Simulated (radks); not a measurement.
Results of a calculation; reference values are marked as such.
Ionisation of Ir2+, [Xe] 4f14 5d7, to Ir3+, [Xe] 4f14 5d6, under several functionals. Scalar-relativistic Kohn-Sham, spin-unpolarised, spherical densities, point nucleus; a radial shooting solver on a logarithmic mesh with Libxc functionals.

\begin{tabular}{lrrrrrr}
functional & E(Ir2+) (hartree) & Exc (hartree) & IE (eV) & -e(HOMO) (eV) & <r> HOMO (bohr) & IE error (eV) \\ \hline
BP86 & -17828.6534 & -347.6964 & 30.665 & 24.538 & 1.622 & +2.665 \\
BLYP & -17827.5349 & -346.5512 & 30.443 & 24.320 & 1.630 & +2.443 \\
AM05 & -17816.8884 & -335.9683 & 30.565 & 24.426 & 1.620 & +2.565 \\
LDA (Slater exchange, Perdew-Zunger correlation) & -17816.4731 & -335.5385 & 30.842 & 24.708 & 1.625 & +2.842 \\
PBEsol & -17821.4955 & -340.5477 & 30.574 & 24.442 & 1.622 & +2.574 \\
B86b exchange with PBE correlation & -17827.8494 & -346.8962 & 30.564 & 24.431 & 1.623 & +2.564 \\
revPBE & -17826.9257 & -345.9807 & 30.456 & 24.323 & 1.621 & +2.456 \\
SOGGA & -17820.9042 & -339.9547 & 30.461 & 24.328 & 1.621 & +2.461 \\
\end{tabular}

NIST Atomic Spectra Database: 28 eV (theoretical). Closest: BLYP. The Delta-SCF values span 0.40 eV, the total energies 12.18 hartree. The highest occupied level is 5d. Spin polarisation and multiplet splitting are left out, so open shells lie too high by an amount that depends on their filling. Spin-orbit splitting is averaged out at the scalar-relativistic level.

Beside tabulated values, note that spin-unpolarised runs miss the spin-polarisation part of the exchange energy of open shells.
